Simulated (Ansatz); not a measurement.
Start from `BC[SiH2]S` and change one atom or group to get `[SiH3]OC[SiH2]S`.

Ansatz, PBE0-D4/def2-TZVP geometries, multiplicity 1. Each molecule was computed in one conformer, which needn't be the lowest.

```
                                          property  `BC[SiH2]S`
              HOMO–LUMO gap (PBE0/def2-TZVPP) / eV         5.89
size of the dipole moment (ωB97M-V/def2-TZVPP) / D         1.12
    size of the dipole moment (PBE/def2-TZVPP) / D         1.13
                LUMO energy (PBE0/def2-TZVPP) / eV        -1.63
                 LUMO energy (PBE/def2-TZVPP) / eV        -2.58
    zero-point energy (PBE0-D4/def2-TZVP) / kJ/mol        195.4
```

Give the same properties after the change, and the shifts. (An estimate is asked.)

Ansatz gave: 
| property | `[SiH3]OC[SiH2]S` | shift |
| --- | --- | --- |
| HOMO–LUMO gap (PBE0/def2-TZVPP) / eV | 7.23 | 1.34 |
| size of the dipole moment (ωB97M-V/def2-TZVPP) / D | 1.66 | 0.54 |
| size of the dipole moment (PBE/def2-TZVPP) / D | 1.61 | 0.48 |
| LUMO energy (PBE0/def2-TZVPP) / eV | -0.13 | 1.50 |
| LUMO energy (PBE/def2-TZVPP) / eV | -1.02 | 1.56 |
| zero-point energy (PBE0-D4/def2-TZVP) / kJ/mol | 220.5 | 25.1 |

With PBE0 the HOMO rises by 0.16 eV and the LUMO rises by 1.50 eV, so the gap widens by about 1.34 eV. PBE moves the HOMO by 0.19 eV and ωB97M-V by 0.13 eV. The zero-point energy changes by 25.1 kJ/mol with +6 modes. Dipoles are sizes alone; their direction can turn.
